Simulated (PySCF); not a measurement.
# C₆ coefficients of unlike pairs at PBE0

Calculated with PySCF 2.14 from the dipole response of each species, C₆(A,B) = (3/π) ∫ α_A(iu) α_B(iu) du, in atomic units, from isotropic polarisabilities. For ions this is the dispersion term alone; charge-induced terms of lower order in 1/R come first.

| species | configuration | basis | relativity | α (bohr³) | C₆ (like pair) |
| --- | --- | --- | --- | --- | --- |
| Bi²⁺ | [Xe] 4f14 5d10 6s2 6p1 (2P) | aug-cc-pVQZ-PP with ECP60MDF (7s7p5d3f2g) | core potential | 16.13 | 117.4 |
| Al⁺ | [Ne] 3s2 (1S) | x2c-TZVPPall with one added diffuse shell each of s, p, d type (6s6p4d1f) | spin-free X2C | 24.56 | 125.3 |
| Se⁺ | [Ar] 3d10 4s2 4p3 (4S) | aug-cc-pVTZ-DK (7s6p4d2f) | spin-free X2C | 14.14 | 86.02 |
| Xe | [Xe] (1S) | def2-QZVPPD with the def2 core potential (28 electrons) (8s7p5d4f1g) | core potential | 27.84 | 296.2 |

(1) Estimate C₆ for Xe with Bi²⁺.

No spin-orbit coupling is included.

The other pairs:

| pair | C₆ |
| --- | --- |
| Se⁺, Al⁺ | 97.56 |
| Xe, Se⁺ | 159.4 |
| Xe, Al⁺ | 183.5 |
| Al⁺, Bi²⁺ | 111.6 |
| Se⁺, Bi²⁺ | 99.87 |

Answers

(1) The integral gives 185.3. The combination rule 2 C_A C_B / (C_A α_B/α_A + C_B α_A/α_B) gives 185.9 and the geometric mean 186.5.
